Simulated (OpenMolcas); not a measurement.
Fe2+ (d6) on a cation site of an ionic host was computed by CASSCF with the d shell active (OpenMolcas, ANO-RCC-VDZP on the metal). Its lowest spin-free states, and all those of the highest spin:

```json
{"2S+1": "5", "Degeneracy": "3", "E (cm-1)": "0.0"}
{"2S+1": "5", "Degeneracy": "2", "E (cm-1)": "7256"}
{"2S+1": "3", "Degeneracy": "3", "E (cm-1)": "17681"}
{"2S+1": "3", "Degeneracy": "3", "E (cm-1)": "20604"}
{"2S+1": "1", "Degeneracy": "1", "E (cm-1)": "22712"}
{"2S+1": "3", "Degeneracy": "3", "E (cm-1)": "23054"}
{"2S+1": "3", "Degeneracy": "2", "E (cm-1)": "25715"}
{"2S+1": "3", "Degeneracy": "3", "E (cm-1)": "25775"}
{"2S+1": "3", "Degeneracy": "3", "E (cm-1)": "26498"}
{"2S+1": "1", "Degeneracy": "3", "E (cm-1)": "27622"}
{"2S+1": "3", "Degeneracy": "1", "E (cm-1)": "30155"}
{"2S+1": "3", "Degeneracy": "3", "E (cm-1)": "30187"}
```

Is the site octahedral, tetrahedral or cube-like, axial, or of lower symmetry?

The states with 2S+1 = 5 have orbital degeneracies 3, 2. Threefold states need a cubic site. For d6 at this spin an octahedron puts the threefold T2 below the twofold E and a tetrahedron or cube puts the twofold E below the threefold T2, so the site is octahedral. The first gap at this spin, 7260 cm-1, is |10Dq| in ligand-field theory. The run had Fe2+ with its 6 nearest fluoride ions at 2.111 Å, on the Cd site of idealised cubic KCdF3 (a = 4.302 Å, distance in the model lattice 2.151 Å). The rest of the host is ab initio model potentials to 7.6 Å, with orthogonalisation functions on the cations behind the ligands, and point charges beyond; the distance is set by hand and nothing relaxes. Ligand basis ANO-RCC-VDZP.

An orbital triplet at a regular site is open to Jahn-Teller coupling, which can distort the site and quench the lowest spin-orbit gaps and is left out. Without dynamic correlation the repulsion within the d shell is too large (B by tens of per cent), so at a given field states of lower spin stand too high. Ligand-to-metal charge-transfer states are missing. With no ligand orbital active B as a rule stays too high, so bands that hang on it stand too high and its fall with covalency is understated. With metal d orbitals alone and no dynamic correlation 10Dq can be off by a tenth to a fifth, either way, in oxide and fluoride hosts. No measured value stands beside these numbers; the geometry was set by hand and not optimised.
